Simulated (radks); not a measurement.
The numbers below are computed, except where a source is named.
Question: Species: Gd IV. Configuration: [Xe] 4f7 (the NIST ground configuration). Code: a radial shooting solver on a logarithmic mesh with Libxc functionals. Model: Dirac Kohn-Sham, PBEsol, spin-unpolarised, spherical densities, point nucleus; open shells fill j = l - 1/2 first. Some entries of the table are withheld. Estimate them.

orbital  occ.  eigenvalue (hartree)  <r> (bohr)  r(max) (bohr)
1s1/2       2             -1839.523     0.02191        0.01392
2s1/2       2             -304.3438     0.09277        0.07919
2p1/2       2             -289.0465     0.07747        0.05982
2p3/2       4             -263.4893     0.08431        0.06565
3s1/2       2             -68.16183      0.2441         0.2245
3p1/2       2             -61.53377      0.2337            (1)
3p3/2       4             -56.29211      0.2468            (2)
3d3/2       4             -44.84421      0.2188         0.1780
3d5/2       6             -43.70182      0.2229         0.1815
4s1/2       2                   (3)      0.5530         0.5161
4p1/2       2             -11.86940      0.5650         0.5204
4p3/2       4             -10.70122      0.5946         0.5467
4d3/2       4              -6.45294      0.6305         0.5544
4d5/2       6              -6.24187      0.6410         0.5629
5s1/2       2              -2.74043         (4)          1.195
5p1/2       2              -2.02130       1.470          1.298
5p3/2       4              -1.85463       1.555          1.372
4f5/2       6              -1.24759      0.8475         0.5648
4f7/2       1              -1.21966      0.8585         0.5697

Answer: 
(1) 3p1/2 r(max) (bohr): 0.2117
(2) 3p3/2 r(max) (bohr): 0.2241
(3) 4s1/2 eigenvalue (hartree): -14.44831
(4) 5s1/2 <r> (bohr): 1.324
